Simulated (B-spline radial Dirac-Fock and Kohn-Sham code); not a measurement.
EELS cross sections of the Te M2 edge

System: the Te atom, configuration [Kr] 4d10 5s2 5p4. Method: the first Born approximation with generalised oscillator strengths from a Dirac-Hartree-Slater potential (longitudinal and transverse terms; continuum final states only, so no white lines or fine structure). Computed with a radial finite-basis atomic code. The edge is taken at 870.8 eV (tabulated value).

Partial cross sections σ(β, Δ) in barn, integrated over a window Δ above the edge and up to the collection semi-angle β, for parallel illumination:

```csv
E₀ (kV),β (mrad),Δ = 25 eV,Δ = 50 eV,Δ = 100 eV,Δ = 200 eV,Δ = 300 eV
80,50,144,312,592,1040,1380
80,100,183,411,785,1390,1880
100,10,44.6,88.5,167,291,383
100,20,79.1,161,306,538,714
100,50,133,290,551,970,1290
120,20,77.3,158,300,530,704
120,50,125,273,519,915,1220
200,50,104,230,439,780,1050
200,100,112,251,482,863,1170
300,5,31.5,62.2,118,208,277
300,10,?,?,?,?,?
300,20,70.2,148,281,498,666
300,50,92.0,204,390,696,941
300,100,95.2,211,406,728,988
```

Question: Give the row for 300 kV and 10 mrad.

Answer: 49.6 b for 25 eV, 100 b for 50 eV, 191 b for 100 eV, 339 b for 200 eV, 453 b for 300 eV.
